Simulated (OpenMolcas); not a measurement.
Re III: CASPT2 settings compared

| Property | Result |
| --- | --- |
| Program | OpenMolcas |
| Basis | ANO-RCC-VTZP [8s7p5d3f2g1h] |
| Scalar Hamiltonian | X2C, point nucleus |
| Active space | 5 electrons in 5 orbitals (5d) |
| State averaging | 2S+1 = 6 even, 1 root; 2S+1 = 4 even, 24 roots kept (CI in the orbitals of an earlier block); 2S+1 = 2 even, 75 roots kept (CI in the orbitals of an earlier block) |
| Spin-orbit coupling | state interaction with AMFI integrals over the reference wave functions, term energies averaged over their components |

Methods on the same reference wave functions:
A. CASSCF
B. SS-CASPT2, IPEA 0 Eh, real shift 0.3 Eh (closed shells correlated: 5s 5p)
C. SS-CASPT2, IPEA 0.35 Eh, sigma2 regulariser 0.1 Eh (closed shells correlated: 5s 5p)
D. MS-CASPT2, IPEA 0.35 Eh, sigma2 regulariser 0.1 Eh (closed shells correlated: 5s 5p)
E. MS-CASPT2, IPEA 0 Eh, real shift 0.3 Eh (closed shells correlated: 5s 5p)
F. XMS-CASPT2, IPEA 0.15 Eh, sigma1 regulariser 0.4 Eh (closed shells correlated: 5s 5p)

Energies in eV above 5d5 6S 5/2, the measured ground level; measured values from the list in Brasseur, Gamrath and Quinet, At. Data Nucl. Data Tables 157, 101636 (2024).

```csv
Level,A,B,C,D,E,F,Measured
5d5 6S 5/2,0.0000,0.0000,0.0000,0.0000,0.0000,0.0000,0.0000
5d5 4G 7/2 [71 %],2.8322,2.384,2.411,2.411,2.384,2.354,2.0942
5d5 4G 11/2,2.8892,2.493,2.515,2.515,2.493,2.454,2.2342
5d5 4G 9/2,2.9513,2.553,2.572,2.572,2.553,2.515,2.2746
5d5 4P 1/2 [61 %],3.2809,2.664,2.708,2.708,2.664,2.647,
5d5 4D 7/2 [75 %],3.5633,2.949,2.953,2.953,2.949,2.935,2.5359
5d5 4D 1/2 [64 %],3.9023,3.267,3.289,3.289,3.267,3.258,
5d5 2I 11/2,4.0653,3.611,3.654,3.654,3.611,3.569,3.2447
5d5 2I 13/2,4.3303,3.905,3.942,3.942,3.905,3.861,3.5444
5d5 2F 5/2(2) [54 %],5.6515,4.701,4.824,4.824,4.701,4.715,
5d5 2H 11/2 [74 %],5.7461,5.150,5.221,5.221,5.150,5.111,
5d5 2S 1/2,6.3204,5.092,5.329,5.329,5.092,5.208,
5d5 2D 3/2(2),6.9994,5.787,5.955,5.955,5.787,5.866,
5d5 2D 5/2(2) [72 %],7.2936,6.125,6.286,6.286,6.125,6.188,
5d5 2G 9/2(2),7.7262,6.544,6.687,6.687,6.544,6.554,
5d5 2G 7/2(2),7.8572,6.687,6.830,6.830,6.687,6.701,
5d5 2P 3/2,9.1499,7.470,7.643,7.643,7.470,7.531,
5d5 2P 1/2,9.4184,7.754,7.940,7.940,7.754,7.827,
5d5 2D 5/2(3),10.1532,8.495,8.603,8.603,8.495,8.517,
5d5 2D 3/2(3),10.3439,8.684,8.801,8.801,8.684,8.700,
```

Deviations, from unrounded energies. A percentage is the sum of absolute deviations over the sum of measured energies, with the sign that they share, or ± where signs differ.

| Against measurement | Levels | A | B | C | D | E | F |
| --- | --- | --- | --- | --- | --- | --- | --- |
| mean absolute deviation (cm-1) | 6 | 6300 | 2600 | 2800 | 2800 | 2600 | 2400 |
| other terms of the ground configuration (%) | 6 | +29.5 | +12.4 | +13.3 | +13.3 | +12.4 | +11.0 |

F lies closest to measurement on these levels and A furthest from it. The largest miss of F in the table is 5d5 4D 7/2 [75 %], by +3200 cm-1. The ranking rests on the paired levels alone, and a cruder setting can come out closer through cancelling errors.

Among B to F the level of the table that moves most is 5d5 2S 1/2, by 1900 cm-1 (lowest in E, highest in C). Moves below CASPT2's spread within the term are not significant.

The mean deviations of B to F differ by less than CASPT2's widest spread within a term (1000 cm-1), so their order carries little weight.

From A to B the spin-free energies of the other terms of 5d5 shown, above 6S, scale by factors of 0.79 to 0.89, as is usual when dynamic correlation screens the repulsion within a d or f shell.

The lowest spin-free term lies below A's lowest term by 0.317 hartree in B, 0.303 hartree in C, 0.303 hartree in D, 0.317 hartree in E, 0.311 hartree in F.

CASPT2 does not keep the components of a term degenerate, so their means are used; among the terms shown or strongly mixed into the levels shown the widest spread is 1000 cm-1 (5d5 2F(2), F). Configurations with an s electron lie low in 5d ions of this charge, fall among these levels and mix in, so low-spin terms can stand far too high, up to twice their true height, and weights are not those of the real levels. Terms from blocks run as CI alone lack orbitals of their own. Without dynamic correlation excited terms often stand tens of per cent too high (terms of higher spin than the ground term too low), and those without a measured partner can miss by more than the paired ones (holds for A). Some levels mix across a computed gap that differs much from the measured one, so their mixing is not that of the real levels (holds for A; F). Some terms miss by over 15 % even with CASPT2, which points to a basis or an active space too small for the shells correlated (holds for B; C; D; E; F). Blocks of more than 70 roots (2S+1 = 2 even) ran without multistate coupling (holds for D; E). The CASPT2 spread within a term exceeds the gap to the next term for 5d5 4F and 5d5 2F(1), so the order of their levels is uncertain, and so are names and mixing where such terms share a J (holds for F). Measured partners are found by configuration, term and J. A level has none where our copy of the source lacks it or the pairing is in doubt (some pairs that miss far off the trend of their configuration count as doubtful), and it then counts in no deviation. Levels of configurations outside the active space are missing. The table leaves out levels that lie high or whose names do not pair safely across all columns.

A share in square brackets marks a mixed level and gives the weight of the term that names it, the lowest over the columns. A number in round brackets counts repeated terms of one configuration in the order of the reference energies.
